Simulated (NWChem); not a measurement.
**Lowest excitation of ClZn (+1)**

SMILES: [Cl][Zn+]
```xyz
2

Zn     0.0000     0.0000    -0.7487
Cl     0.0000     0.0000     1.3212
```
Charge +1, spin multiplicity 1.

All runs are NWChem calculations. The geometry was optimised at PBE0/def2-SVP, a minimum by its harmonic frequencies.

Basis set: def2-SVPD.

```tsv
method	lowest vertical singlet excitation energy (eV)	relative cost	difference from EOM-CCSD
EOM-CCSD	3.12	1	0.00
CIS	4.05	under 3	+0.92
TD-BHandHLYP	2.70	under 3	-0.42
TD-B3LYP	2.11	under 3	-1.01
```

The values span 1.93 eV, from TD-B3LYP (lowest) to CIS (highest). Relative cost: rough, from shared machines, SCF included, EOM-CCSD = 1.

The correlated methods keep 14 core orbitals frozen. B3LYP has NWChem's definition, with VWN1-RPA local correlation. The spin multiplicity of the parent species was assumed, not shown to be that of its ground state. The structure started from a generated list of species. No row is a measurement; the coupled-cluster row has its own basis-set and correlation limits.
